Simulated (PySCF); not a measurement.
Isomers of C6H16N2Si, mass 144.108 u with the commonest isotopes. The calculation used PBE0/pcSseg-1 in PySCF (dipole) on a GFN2-xTB geometry, gas phase. One conformer each, none proved a minimum here; rigid rotors.

**Question.** Order these by rotational constant B, smallest first.
A. `[CH3:1][CH2:2][N:3]1[C@@H:4]([SiH3:5])[CH2:6][CH2:7][N:8]1[CH3:9]` with C1–C2–N3–C4 -172°, C2–N3–C4–Si5 109°, N3–C4–C6–C7 23°, C4–C6–C7–N8 -34°, C6–C7–N8–C9 -87°
B. `[CH2:1]=[CH:2][CH2:3][N:4]([CH2:5][CH3:6])[N:7]([CH3:8])[SiH3:9]` with C1–C2–C3–N4 -131°, C2–C3–N4–C5 -174°, C3–N4–C5–C6 172°, C3–N4–N7–C8 57°
C. `[CH2:1]=[CH:2][N:3]([SiH3:4])[NH:5][C:6]([CH3:7])([CH3:8])[CH3:9]` with C1–C2–N3–Si4 -174°, C2–N3–N5–C6 104°

**Answer.** B (1090 MHz), C (1137 MHz), A (1176 MHz).

**Question.** Order these by out-of-plane moment Σ m c² = (Ia + Ib − Ic)/2, smallest first.
A. `[CH2:1]=[CH:2][CH2:3][N:4]([CH2:5][CH3:6])[N:7]([CH3:8])[SiH3:9]` with C1–C2–C3–N4 -131°, C2–C3–N4–C5 -174°, C3–N4–C5–C6 172°, C3–N4–N7–C8 57°
B. `[CH3:1][CH2:2][N:3]1[C@@H:4]([SiH3:5])[CH2:6][CH2:7][N:8]1[CH3:9]` with C1–C2–N3–C4 -172°, C2–N3–C4–Si5 109°, N3–C4–C6–C7 23°, C4–C6–C7–N8 -34°, C6–C7–N8–C9 -87°
C. `[CH2:1]=[CH:2][N:3]([SiH3:4])[NH:5][C:6]([CH3:7])([CH3:8])[CH3:9]` with C1–C2–N3–Si4 -174°, C2–N3–N5–C6 104°

**Answer.** C (61.28 u·Å²), A (84.89 u·Å²), B (90.78 u·Å²).

**Question.** Order these by rotational constant C, smallest first.
A. `[CH2:1]=[CH:2][CH2:3][N:4]([CH2:5][CH3:6])[N:7]([CH3:8])[SiH3:9]` with C1–C2–C3–N4 -131°, C2–C3–N4–C5 -174°, C3–N4–C5–C6 172°, C3–N4–N7–C8 57°
B. `[CH3:1][CH2:2][N:3]1[C@@H:4]([SiH3:5])[CH2:6][CH2:7][N:8]1[CH3:9]` with C1–C2–N3–C4 -172°, C2–N3–C4–Si5 109°, N3–C4–C6–C7 23°, C4–C6–C7–N8 -34°, C6–C7–N8–C9 -87°
C. `[CH2:1]=[CH:2][N:3]([SiH3:4])[NH:5][C:6]([CH3:7])([CH3:8])[CH3:9]` with C1–C2–N3–Si4 -174°, C2–N3–N5–C6 104°

**Answer.** C (811.8 MHz), A (833.0 MHz), B (897.9 MHz).

```
                 SMILES  point group  Ia (u·Å²)  Ib (u·Å²)  Ic (u·Å²)      κ  μa (D)  μb (D)  μc (D)
CCN1[C@@H]([SiH3])CCN1C           C1     314.59     429.80     562.83  -0.22    0.16    1.03    0.81
  C=CN([SiH3])NC(C)(C)C           C1     300.52     444.60     622.57  -0.25    0.60    1.69    0.07
    C=CCN(CC)N(C)[SiH3]           C1     312.84     463.65     606.70  -0.34    0.16    1.01    0.90
```
